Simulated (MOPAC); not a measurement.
Input for MOPAC: AM1 on H3ISi2 (SMILES [SiH3][Si]I), a point of a torsion scan.

```
AM1 1SCF PRECISE CHARGE=0 THREADS=1
H3ISi2

Si    -0.71647725 1    -0.03204368 1     0.08550058 1
Si     1.20509954 1     1.22603347 1    -0.17420437 1
I      2.89960805 1     0.16424609 1     1.38678774 1
H     -1.23165035 1    -0.56531312 1     1.35071925 1
H     -1.77400886 1     0.85351545 1    -0.43616867 1
H     -0.62304713 1    -1.16892943 1    -0.84376632 1
```

It printed:

```
*******************************************************************************
 **                                                                           **
 **                              MOPAC v23.2.5                                **
 **                                                                           **
 *******************************************************************************
 ** MOPAC's Digital Object Identifier: https://doi.org/10.5281/zenodo.6511958 **
 **                                                                           **
 ** Please cite the open-source release paper for use of this MOPAC version:  **
 ** J. E. Moussa and J. J. P. Stewart (2026)                                  **
 ** MOPAC: An open-source semiempirical molecular orbital program             **
 ** J. Open Source Softw., 11(119), 8025, https://doi.org/10.21105/joss.08025 **
 *******************************************************************************

                              AM1 CALCULATION RESULTS

 *******************************************************************************
 *  AM1        - The AM1 Hamiltonian to be used
 *
 *
 *
 *                 CHARGE ON SYSTEM = 0
 *
 *
 *
 *  PRECISE    - TIGHTER CRITERIA TO BE USED
 *  1SCF       - DO 1 SCF AND THEN STOP
 *  THREADS=1  - MULTI-THREADING NOT USED
 *  T=         - A TIME OF 172800.0 SECONDS REQUESTED
 *  DUMP=N     - RESTART FILE WRITTEN EVERY 7200.0 SECONDS REQUESTED
 *******************************************************************************
AM1 1SCF PRECISE CHARGE=0 THREADS=1
 H3ISi2

   ATOM   CHEMICAL          X               Y               Z
  NUMBER   SYMBOL      (ANGSTROMS)     (ANGSTROMS)     (ANGSTROMS)

     1      Si         -0.71647725  *  -0.03204368  *   0.08550058  *
     2      Si          1.20509954  *   1.22603347  *  -0.17420437  *
     3       I          2.89960805  *   0.16424609  *   1.38678774  *
     4       H         -1.23165035  *  -0.56531312  *   1.35071925  *
     5       H         -1.77400886  *   0.85351545  *  -0.43616867  *
     6       H         -0.62304713  *  -1.16892943  *  -0.84376632  *



          CARTESIAN COORDINATES

    NO.       ATOM           X           Y           Z

     1        Si         -0.7165     -0.0320      0.0855
     2        Si          1.2051      1.2260     -0.1742
     3         I          2.8996      0.1642      1.3868
     4         H         -1.2317     -0.5653      1.3507
     5         H         -1.7740      0.8535     -0.4362
     6         H         -0.6230     -1.1689     -0.8438

  H: (AM1): M.J.S. DEWAR ET AL, J. AM. CHEM. SOC. 107 3902-3909 (1985)
 Si: (AM1): M.J.S.DEWAR, C. JIE, ORGANOMETALLICS, 6, 1486-1490 (1987).
  I: (AM1): M.J.S. DEWAR AND E. G. ZOEBISCH, THEOCHEM, 180, 1 (1988).

           Empirical Formula: H3 Si2 I  =     6 atoms



      MOLECULAR POINT GROUP   :   C1


      RHF CALCULATION, NO. OF DOUBLY OCCUPIED LEVELS = 9


 -------------------------------------------------------------------------------
 AM1 1SCF PRECISE CHARGE=0 THREADS=1
 H3ISi2



     1SCF WAS SPECIFIED, SO BFGS WAS NOT USED
     SCF FIELD WAS ACHIEVED


                              AM1 CALCULATION
                                                       MOPAC v23.2.5 Linux




          FINAL HEAT OF FORMATION =         77.54937 KCAL/MOL =     324.46655 KJ/MOL


          COSMO AREA              =        144.95 SQUARE ANGSTROMS
          COSMO VOLUME            =        144.07 CUBIC ANGSTROMS

          IONIZATION POTENTIAL    =          8.505331 EV
          HOMO LUMO ENERGIES (EV) =         -8.505 -2.369
          NO. OF FILLED LEVELS    =          9
          MOLECULAR WEIGHT        =        186.0992         POINT GROUP:  C1

          MOLECULAR DIMENSIONS (Angstroms)

            Atom       Atom       Distance
            H     5    I     3     5.06369
           Si     2    H     4     3.05802
           Si     2    H     6     1.96251


          SCF CALCULATIONS        =          1





   ATOM   CHEMICAL          X               Y               Z
  NUMBER   SYMBOL      (ANGSTROMS)     (ANGSTROMS)     (ANGSTROMS)

     1      Si         -0.71647725  *  -0.03204368  *   0.08550058  *
     2      Si          1.20509954  *   1.22603347  *  -0.17420437  *
     3       I          2.89960805  *   0.16424609  *   1.38678774  *
     4       H         -1.23165035  *  -0.56531312  *   1.35071925  *
     5       H         -1.77400886  *   0.85351545  *  -0.43616867  *
     6       H         -0.62304713  *  -1.16892943  *  -0.84376632  *

                             CARTESIAN COORDINATES

   1   Si       -0.716477250    -0.032043680     0.085500580
   2   Si        1.205099540     1.226033470    -0.174204370
   3    I        2.899608050     0.164246090     1.386787740
   4    H       -1.231650350    -0.565313120     1.350719250
   5    H       -1.774008860     0.853515450    -0.436168670
   6    H       -0.623047130    -1.168929430    -0.843766320


           Empirical Formula: H3 Si2 I  =     6 atoms



      MOLECULAR POINT GROUP   :   C1


                  EIGENVALUES
 -29.39880 -15.94110 -13.29153 -12.71829 -12.70439 -11.20446 -10.60683 -10.37808
  -8.50533  -2.36920  -1.33754  -1.19494   1.05761   1.15245   2.12476


              NET ATOMIC CHARGES AND DIPOLE CONTRIBUTIONS

  ATOM NO.   TYPE          CHARGE      No. of ELECS.   s-Pop       p-Pop
    1         Si          -0.027484        4.0275     0.94600     3.08148
    2         Si           0.462697        3.5373     1.67901     1.85830
    3          I          -0.226287        7.2263     1.98136     5.24493
    4          H          -0.068687        1.0687     1.06869
    5          H          -0.069261        1.0693     1.06926
    6          H          -0.070977        1.0710     1.07098
 DIPOLE           X         Y         Z       TOTAL
 POINT-CHG.     0.830     2.852    -1.919     3.536
 HYBRID        -1.899    -2.583     1.353     3.480
 SUM           -1.069     0.268    -0.566     1.239


          ATOMIC ORBITAL ELECTRON POPULATIONS

     Atom    s        px        py        pz
    1 Si   0.94600   1.13298   0.99120   0.95730
    2 Si   1.67901   0.66467   0.68015   0.51348
    3  I   1.98136   1.70010   1.83985   1.70498
    4  H   1.06869
    5  H   1.06926
    6  H   1.07098

 **********************
 *                    *
 * JOB ENDED NORMALLY *
 *                    *
 **********************




 == MOPAC DONE ==
```

The run finished.

Cost: very roughly 0.05 core-seconds.
